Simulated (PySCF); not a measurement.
Identify the compound

An unknown has the formula C₃H₁₁OPSi₂. Its calculated NMR data are:

¹H NMR (600 MHz, computed): δ 12.77 (m, 1H), 4.42 (m, 1H), 4.29 (m, 1H), 1.17 (m, 2H), 0.35 (d, 3H), 0.13 (d, 3H).

¹³C{¹H} NMR (computed): δ 248.0 (CH), -1.8 (CH3), -4.5 (CH3).

Theory: shieldings: GIAO PBE0/pcSseg-1, geometry: GFN2-xTB, in PySCF 2.14.0 with density-fitted response routines (a single conformation, rapidly exchanging positions averaged, isolated molecule, relativity neglected).

Chemical shifts δ = σref − σ; ¹H (σ = 31.72 ppm) and ¹³C (σ = 186.93 ppm) against TMS, all at this level.

Problem. What is the structure?

Solution. 
3 carbon signals for 3 carbons: no two carbons are equivalent. Carbon types of the structure: 1 × CH, 2 × CH3, leaving 4 H on heteroatoms. δC 248.0: carbonyl carbon. δC -1.8, -4.5: methyl carbon bonded to Si; an electropositive neighbour leaves it electron-rich and shielded. δH 12.77: hydrogen on a carbonyl carbon. δH 4.42: hydrogen on a silicon bonded to C, P, Si. δH 4.29: hydrogen on a silicon bonded to 2 C, Si. δH 1.17: hydrogen on a phosphorus bonded to Si. δH 0.35, 0.13: hydrogen on a methyl carbon bonded to Si; an electropositive neighbour shields it, as in TMS itself.

The compound is SMILES O=C[Si@H]([SiH](C)C)P.

This is the structure that produced the data.

Splittings by ³¹P in the carbon and heteronuclear signals aren't shown, as no couplings were computed. Shifts are as computed. Against solution values, carbons near 30 ppm lie about +3 ppm off and those near 130 ppm about +5 ppm. Of 1211 compounds with measured shifts, 218 miss one by over three times the rms of a fit or turn the order of signals round; such compounds aren't used in these exercises. Multiplicities follow the n + 1 count of equivalent neighbours, as no J values were calculated; m marks all less simple cases, F and P coupling included.
